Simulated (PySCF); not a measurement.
C$_{2}$H$_{6}$OSi (SMILES C=C[SiH2]O), singlet, geometry from GFN2-xTB. Base run: HF/6-31G* (PySCF).

PySCF was given this input:
```python
from pyscf import gto, scf, solvent

mol = gto.M(
    atom='''
Si    0.562075   -0.189384   -0.690142
O     1.180600   -1.008418    0.572141
C    -0.987410    0.774664   -0.214630
C    -1.580636    0.725020    0.968122
H     0.270557   -1.271422   -1.621105
H     1.545949    0.768875   -1.208775
H     1.375069   -0.578976    1.400430
H    -1.424131    1.409612   -0.975774
H    -1.200185    0.105682    1.766227
H    -2.472831    1.286847    1.202909
''',
    basis='6-31g*',
    charge=0,
    spin=0,
    verbose=4,
)

mf = scf.RHF(mol)
mf.kernel()
```

The base run was repeated with changes; each row names its change, and settings that it needs were set with it.

```json
[
 {"change": "base", "ΔE vs base (kJ/mol)": "0.00", "dipole (D)": "1.91", "HOMO-LUMO gap (eV)": "14.16"},
 {"change": "model = IEF-PCM; solvent = acetonitrile", "ΔE vs base (kJ/mol)": "-22.41", "dipole (D)": "2.34", "HOMO-LUMO gap (eV)": "14.19"},
 {"change": "model = IEF-PCM; solvent = tetrahydrofuran; lebedev_order = 41", "ΔE vs base (kJ/mol)": "-18.55", "dipole (D)": "2.26", "HOMO-LUMO gap (eV)": "14.19"},
 {"change": "model = IEF-PCM; solvent = tetrahydrofuran; vdw_scale = 1.1", "ΔE vs base (kJ/mol)": "-24.96", "dipole (D)": "2.31", "HOMO-LUMO gap (eV)": "14.21"},
 {"change": "model = IEF-PCM; solvent = tetrahydrofuran", "ΔE vs base (kJ/mol)": "-18.47", "dipole (D)": "2.26", "HOMO-LUMO gap (eV)": "14.19"},
 {"change": "model = IEF-PCM; solvent = tetrahydrofuran; vdw_scale = 1.0", "ΔE vs base (kJ/mol)": "-34.1", "dipole (D)": "2.37", "HOMO-LUMO gap (eV)": "14.24"},
 {"change": "model = IEF-PCM; solvent = n-hexane", "ΔE vs base (kJ/mol)": "-7.87", "dipole (D)": "2.06", "HOMO-LUMO gap (eV)": "14.17"},
 {"change": "model = COSMO; solvent = tetrahydrofuran", "ΔE vs base (kJ/mol)": "-18.74", "dipole (D)": "2.26", "HOMO-LUMO gap (eV)": "14.19"},
 {"change": "model = SS(V)PE; solvent = tetrahydrofuran", "ΔE vs base (kJ/mol)": "-18.26", "dipole (D)": "2.25", "HOMO-LUMO gap (eV)": "14.19"},
 {"change": "model = C-PCM; solvent = tetrahydrofuran", "ΔE vs base (kJ/mol)": "-20.11", "dipole (D)": "2.29", "HOMO-LUMO gap (eV)": "14.19"},
 {"change": "model = IEF-PCM; solvent = tetrahydrofuran; r_probe = 0.5", "ΔE vs base (kJ/mol)": "-7.25", "dipole (D)": "2.12", "HOMO-LUMO gap (eV)": "14.16"},
 {"change": "model = IEF-PCM; solvent = tetrahydrofuran; lebedev_order = 11", "ΔE vs base (kJ/mol)": "-17.48", "dipole (D)": "2.24", "HOMO-LUMO gap (eV)": "14.18"}
]
```

The base is the gas phase, so ΔE is the electrostatic part of solvation at a fixed geometry, without cavity and dispersion terms.
